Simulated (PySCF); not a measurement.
C₂H₇ClO₂Si, SMILES OCC[Si@H](O)Cl.

Coordinates come from a PBE-D3(BJ)/def2-SVP optimisation. The structure was generated by enumeration; whether it is a known compound was not checked. The values are those of a single conformer.

Level of theory: PySCF with r2SCAN/def2-TZVP.

The molecule is in vacuum.

Computed frontier levels, gap, dipole moment and polarisability:
```json
{
 "highest_occupied_level": "-6.80 eV",
 "lowest_empty_level": "0.06 eV",
 "orbital_gap": "6.86 eV",
 "dipole_moment": "1.47 D",
 "quadrupole, principal values (traceless, Buckingham form, about the centre of nuclear charge)": "-10.32, -0.24, 10.56 D·Å",
 "mean_static_polarisability": "68.7 bohr³ (10.18 Å³)",
 "polarisability_principal_values": "60.2, 69.6, 76.3 bohr³"
}
```
